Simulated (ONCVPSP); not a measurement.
An all-electron radial function and its pseudo partner (molybdenum)

Columns: radius, all-electron u(r) and pseudo u(r) of the 4s shell (level -64.35 eV) of molybdenum in the configuration [Ar] 3d10 4s2 4p6 4d5 5s1; PBE, scalar-relativistic, ONCV scheme, ONCVPSP 4.0.1.

```json
{"r (bohr)": "0.132", "all-electron": "0.3076", "pseudo": "0.0391"}
{"r (bohr)": "0.265", "all-electron": "-0.4976", "pseudo": "0.1343"}
{"r (bohr)": "0.398", "all-electron": "-0.4687", "pseudo": "0.3096"}
{"r (bohr)": "0.530", "all-electron": "0.0768", "pseudo": "0.5423"}
{"r (bohr)": "0.663", "all-electron": "0.6132", "pseudo": "0.7824"}
{"r (bohr)": "0.795", "all-electron": "0.9498", "pseudo": "0.9682"}
{"r (bohr)": "0.928", "all-electron": "1.0918", "pseudo": "1.0653"}
{"r (bohr)": "1.060", "all-electron": "1.0902", "pseudo": "1.0664"}
{"r (bohr)": "1.193", "all-electron": "1.0036", "pseudo": "0.9922"}
{"r (bohr)": "1.325", "all-electron": "0.8780", "pseudo": "0.8745"}
{"r (bohr)": "1.458", "all-electron": "0.7409", "pseudo": "0.7403"}
{"r (bohr)": "1.590", "all-electron": "0.6107", "pseudo": "0.6106"}
{"r (bohr)": "1.723", "all-electron": "0.4937", "pseudo": "0.4937"}
{"r (bohr)": "1.855", "all-electron": "0.3945", "pseudo": "0.3944"}
{"r (bohr)": "1.988", "all-electron": "0.3114", "pseudo": "0.3114"}
{"r (bohr)": "2.120", "all-electron": "0.2444", "pseudo": "0.2444"}
{"r (bohr)": "2.252", "all-electron": "0.1906", "pseudo": "0.1906"}
{"r (bohr)": "2.385", "all-electron": "0.1477", "pseudo": "0.1476"}
{"r (bohr)": "2.518", "all-electron": "0.1139", "pseudo": "0.1139"}
{"r (bohr)": "2.650", "all-electron": "0.0878", "pseudo": "0.0878"}
{"r (bohr)": "2.782", "all-electron": "0.0675", "pseudo": "0.0674"}
{"r (bohr)": "2.915", "all-electron": "0.0516", "pseudo": "0.0516"}
{"r (bohr)": "3.048", "all-electron": "0.0394", "pseudo": "0.0394"}
{"r (bohr)": "3.180", "all-electron": "0.0301", "pseudo": "0.0301"}
{"r (bohr)": "3.312", "all-electron": "0.0230", "pseudo": "0.0230"}
{"r (bohr)": "3.445", "all-electron": "0.0175", "pseudo": "0.0175"}
```

Task: How many radial nodes do the two functions have?

Result: The all-electron 4s function has n − l − 1 = 3 (the table is too coarse to show those close to the nucleus); the pseudo-wave has 0, since the states of the same l below it are removed with the core.

Task: At about which radius was the pseudo-wave matched?

Result: 1.65 bohr, where the columns begin to agree (steps of 0.13 bohr).

Task: Is the pseudo-wave norm-conserving?

Result: Yes: the ONCV scheme keeps the norm inside the radius equal to the all-electron one, which fixes the energy derivative of the logarithmic derivative at the level.
